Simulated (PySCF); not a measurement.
## Electron correlation in Ni⁻ (nickel, charge -1)

[Ar] 3d9 4s2, 2D determinant. All numbers are calculated (PySCF 2.14, no relativity, point nucleus, in def2-QZVPPD). Frozen: [Ar]; 11 electrons correlated.

```tsv
level	correlation energy (mhartree)
CCSD	-415.11
(T)	-25.30
CCSD(T)	-440.41
```

Diagnostics: T1 = 0.044, D1 = 0.1198, largest double amplitude 0.077.

T1 exceeds 0.03, a sign that the reference determinant is poor.

Cost of the coupled-cluster step: roughly 120 core-seconds, for 11 correlated electrons.
